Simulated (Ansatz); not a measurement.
A nudged elastic band was laid between two geometries of CHAlF2Si (6 atoms, charge 0, multiplicity 1).

Theory: UKS PBE0-D4/def2-SVP in Ansatz.

- movable images: 5
- climbing image: yes
- spring: 5.0 eV/Å²
- optimiser: quadratic models (default)
- start path: through a guess of the saddle point
- force threshold: 0.05 eV/Å
- iteration limit: 60
- end points: relaxed

First end point:

```xyz
6
Properties=species:S:1:pos:R:3
C -0.771 0.402 0.647
Si -1.722 -0.994 0.851
Al 0.676 -0.089 -0.486
F 0.706 -1.673 -0.999
F 1.891 0.910 -0.999
H -0.780 1.446 0.985
```

Last end point:

```xyz
6
Properties=species:S:1:pos:R:3
C -0.876 0.086 0.629
Si -0.778 1.743 1.005
Al 0.605 -0.298 -0.498
F 0.988 -1.767 -1.158
F 1.603 0.990 -0.840
H -1.542 -0.755 0.862
```

Task: Which bonds break or form, and what moves?

Result: No bond is made or broken.  The two ends are copies of one structure, up to a mirror image or an exchange of like atoms.

Task: What energy profile does the band end with?

Result: The forces met the threshold. The highest image is number 3 of 0 to 6, 4.9 kcal/mol above the ends, which have the same energy within 2 meV. A vibrational analysis at the climbing image gives one clearly imaginary mode, 101i cm⁻¹: a first-order saddle point.

```json
{"image": "0", "path coordinate (Å)": "0.00", "energy (kcal/mol)": "0.0"}
{"image": "1", "path coordinate (Å)": "0.72", "energy (kcal/mol)": "1.3"}
{"image": "2", "path coordinate (Å)": "1.44", "energy (kcal/mol)": "3.7"}
{"image": "3", "path coordinate (Å)": "2.17", "energy (kcal/mol)": "4.9"}
{"image": "4", "path coordinate (Å)": "2.89", "energy (kcal/mol)": "3.7"}
{"image": "5", "path coordinate (Å)": "3.62", "energy (kcal/mol)": "1.3"}
{"image": "6", "path coordinate (Å)": "4.35", "energy (kcal/mol)": "0.0"}
```

Task: What is the geometry of the highest image?

Result: 
```xyz
6
Properties=species:S:1:pos:R:3:forces:R:3
C -0.744 0.504 0.571 -0.02 0.02 0.01
Si -1.913 1.305 -0.360 0.01 -0.01 0.00
Al 0.646 -0.438 -0.346 0.01 0.01 -0.01
F 0.526 -2.037 -0.769 0.00 -0.01 0.00
F 2.094 0.261 -0.754 -0.01 -0.01 0.00
H -0.608 0.405 1.660 0.01 -0.01 0.00
```

Task: What are the harmonic wavenumbers there?

Result: 101i, 67, 173, 231, 261, 408, 580, 677, 841, 939, 1098, 3161 cm⁻¹.

The band took 42 iterations and roughly 7 core-minutes.

The run took 3.7 min on 2 threads of AMD EPYC 9R45 96-Core Processor (Zen 5) (shared host), peak memory 0.29 GiB.
